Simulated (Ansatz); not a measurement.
Reaction: H2SiO (oxosilane, SMILES [SiH2]=O) → HSiO (SMILES O=[SiH], doublet) + H (doublet) (the H-Si bond breaks)
Each species at its own B3LYP-D3(BJ)/def2-TZVP minimum (Ansatz, a program for electronic structure).

Total energies in hartree (Ansatz). Open shells are spin-unrestricted; no spin-orbit coupling. Correlated methods leave the cores frozen. No relativity. For partners of very few electrons the exact lower level stands in for a higher one. The T1 diagnostic of H2OSi (O=[SiH2], singlet) reaches 0.025 in the sets run.

```tsv
species	HF/cc-pV(T+d)Z	CCSD(T)/cc-pV(T+d)Z	HF/cc-pV(Q+d)Z	CCSD(T)/cc-pV(Q+d)Z	CCSDT(Q)/cc-pV(T+d)Z
1: H2SiO (oxosilane, SMILES O=[SiH2])	-364.98686	-365.37464	-364.99721	-365.41049	-365.37630
2: HSiO (SMILES O=[SiH], doublet)	-364.37268	-364.73640	-364.38275	-364.77034	-364.73876
3: H (doublet)	-0.49981	-0.49981	-0.49995	-0.49995	-0.49981
```

### Question
Work out the bond dissociation energy (electronic) in kJ/mol: take Hartree-Fock from cc-pV(Q+d)Z, extrapolate the CCSD(T) correlation energy as X^-3 (X = 3, 4), and add CCSDT(Q) - CCSD(T) in cc-pV(T+d)Z. 1 hartree = 2625.5 kJ/mol.

### Answer

Species 1: correlation (64·(-0.41328) - 27·(-0.38778))/37 = -0.43189; step -0.00166; E1 = -364.99721 + (-0.43189) + (-0.00166) = -365.43076
Species 2: correlation (64·(-0.38759) - 27·(-0.36372))/37 = -0.40501; step -0.00236; E2 = -364.38275 + (-0.40501) + (-0.00236) = -364.79012
Species 3: correlation (64·(0.00000) - 27·(0.00000))/37 = 0.00000; step +0.00000; E3 = -0.49995 + (0.00000) + (+0.00000) = -0.49995
-1·E1 +1·E2 +1·E3 = 0.14069 hartree = 369.4 kJ/mol.
